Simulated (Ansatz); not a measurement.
Basis-set extrapolation for `C[SiH](O)O[SiH](O)O` (PBE0-D4/def2-TZVP geometry, frozen core, Ansatz). Multiplicity 1, RHF reference.

```csv
,def2-TZVPP,def2-QZVPP
HF,-920.322414,-920.358877
MP2 correlation,-1.366811,-1.476241
CCSD(T) correlation,-1.455196,not run
```

Energies in hartree. Use E(X) = E(∞) + A·exp(−7.88·√X) for Hartree–Fock and E(X) = E(∞) + B·X^(−2.97) for correlation, with X = 3 and 4, and add CCSD(T) minus MP2 of the smaller set to the MP2 limit.

Question: What is the CCSD(T) energy at the basis-set limit?

Answer: HF limit: -920.358877 + (-0.036463) × 0.13774 = -920.36390. MP2 limit: -1.476241 + (-0.109430) × 0.74074 = -1.55730. Higher-order term: -1.455196 − (-1.366811) = -0.08838. Total: -922.00958 hartree, 145.6 kcal/mol below CCSD(T)/def2-TZVPP.
